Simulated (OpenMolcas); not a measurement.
# How basis sets differ on BaS (SMILES [S][Ba])

BaS has 2 atoms, charge 0, and is taken as a singlet. SMILES: `[S][Ba]`. The bond length is the measured one.

```xyz
2

S     0.0000    0.0000    0.0000
Ba    0.0000    0.0000    2.5074
```

Quantity: the energy change with the S1–Ba2 bond stretched from 2.507 to 3.134 Å, in eV. The values are calculated.

```json
{"level": "MP2/def2-SVP (core potential) (restricted)", "kind": "perturbation theory", "program": "OpenMolcas", "value (eV)": "1.16", "CPU time (all runs)": "5.1 s"}
{"level": "MP2/def2-SVPD (core potential) (restricted)", "kind": "perturbation theory", "program": "OpenMolcas", "value (eV)": "1.03", "CPU time (all runs)": "4.3 s"}
{"level": "MP2/def2-TZVP (core potential) (restricted)", "kind": "perturbation theory", "program": "OpenMolcas", "value (eV)": "1.33", "CPU time (all runs)": "6.1 s"}
{"level": "MP2/def2-TZVPD (core potential) (restricted)", "kind": "perturbation theory", "program": "OpenMolcas", "value (eV)": "1.28", "CPU time (all runs)": "7.4 s"}
{"level": "MP2/def2-TZVPPD (core potential) (restricted)", "kind": "perturbation theory", "program": "OpenMolcas", "value (eV)": "1.29", "CPU time (all runs)": "8.6 s"}
{"level": "MP2/def2-QZVPPD (core potential) (restricted)", "kind": "perturbation theory", "program": "OpenMolcas", "value (eV)": "1.40", "CPU time (all runs)": "30 s"}
```

The first shape isn't each level's own minimum. The values span 1.03 to 1.40 eV. Times are those of the runs behind each value, whatever else they computed, on shared processors of several kinds: orders of magnitude only.
